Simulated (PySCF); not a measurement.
CdI, SMILES [Cd+][I], charge +1. The structure is a stationary point at B3LYP-D3(BJ)/def2-TZVP. The multiplicity is an assumed one; other spin states were not compared. The def2 effective core potentials stand for the cores of Cd, I; spin–orbit coupling is left out.

Computed equilibrium geometry at B3LYP-D3(BJ)/def2-TZVP (PySCF confirms it by a frequency run) as bond lengths and angles, and its point group:
point group C∞v.
Atoms: Cd1 I2. Bonds (Å): Cd1–I2 2.592.
Charge +1, spin multiplicity 1.
